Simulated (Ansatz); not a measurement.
Species: sum formula GeIF₂, net charge 0, doublet state. It need not be the lowest isomer of its formula. SMILES: [F][Ge]([F])[I]
Geometry: optimised at B3LYP-D3(BJ)/def2-TZVP (Ansatz, a first-principles code).

Wanted: atomisation energy (electronic, to ground-state atoms), in kcal/mol. Correlated levels leave the core frozen unless marked. Open shells are spin-unrestricted. No spin-orbit coupling. Frozen are the shells of the preceding noble gas and the d and f shells that filled before the atom's block. Past Kr the def2 sets carry scalar-relativistic core potentials. STO-3G rows are all-electron and non-relativistic. The coupled-cluster limit lacks core correlation, which all-electron functionals hold. CBS marks a two-point X^-3 extrapolation of the correlation energy; Hartree-Fock from the larger set.

| level | program | atomisation energy (kcal/mol) | minus last row |
|---|---|---|---|
| HF/def2-QZVPP | Ansatz | 182.3 | -100.6 |
| SVWN5/def2-TZVPD | Ansatz | 342.3 | 59.4 |
| r2SCAN0-D4/def2-TZVPD | Ansatz + dftd4 | 271.1 | -11.8 |
| B2GP-PLYP-D3(BJ)/def2-TZVPD | Ansatz + dftd3 | 279.4 | -3.5 |
| SCS-MP2/def2-TZVPP | Ansatz | 275.8 | -7.1 |
| CCSD(T)/STO-3G | Ansatz | 219.4 | -63.5 |
| CCSD(T)/CBS(def2-TZVPP,def2-QZVPP) | Ansatz | 282.9 | 0.0 |
